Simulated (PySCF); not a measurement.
**Computed properties of MoF₅, SMILES [F][Mo+]([F])([F])([F])[F], charge +1, multiplicity 1**

MoF₅, SMILES [Mo+]([F])([F])([F])([F])[F], charge +1, multiplicity 1. Geometry optimised at PBE0-D3(BJ)/def2-SVP. The spin state was assumed, not searched. The isomer is the one that the SMILES or the coordinates give; other isomers of the formula were not compared. The def2 effective core potentials stand for the cores of Mo; spin–orbit coupling is left out. The values are those of a single conformer. All values are computed for the isolated molecule unless a solvent is named; none is compared with measurement here.

**Structure.** The optimised structure has D3h symmetry. All 12 harmonic modes at PBE0-D3(BJ)/def2-SVP (PySCF) are real, so it is a minimum. With heavy atoms numbered as in [Mo+:1]([F:2])([F:3])([F:4])([F:5])[F:6], the shortest bond between them is Mo1–F6 at 1.758 Å and the longest Mo1–F3 at 1.788 Å.

**Vibrations.** The strongest infrared lines (harmonic, unscaled, degenerate partners summed) lie at 852 cm⁻¹ (330 km/mol, F 76 %, Mo 24 %), 833 cm⁻¹ (273 km/mol, F 71 %, Mo 29 %), 235 cm⁻¹ (43 km/mol, F 76 %, Mo 24 %). The softest mode is at 100 cm⁻¹ and the zero-point energy is 8.2 kcal/mol.

**Electronic structure.** CAM-B3LYP/def2-TZVP (PySCF) places the frontier levels at -21.07 and -11.05 eV, a gap of 10.02 eV and a mean polarisability of 36.9 bohr³. PBE/def2-TZVP (PySCF) at the same geometry gives -17.37 and -12.54 eV, so its gap is 5.19 eV narrower. An orbital gap is neither the optical nor the fundamental gap.

**Excitations.** TDDFT-ωB97X/def2-SVPD (PySCF) has S1 at 5.56 eV (223 nm, f = 0.000, dark); the most intense of the 10 singlets computed lies at 5.75 eV (f = 0.01). Strengths of degenerate partners are summed. T1 (TDA) is at 4.95 eV. TDDFT-PBE/def2-SVPD (PySCF) puts S1 at 4.80 eV. No vertical singlet excitation falls in the visible range (under 3.1 eV).
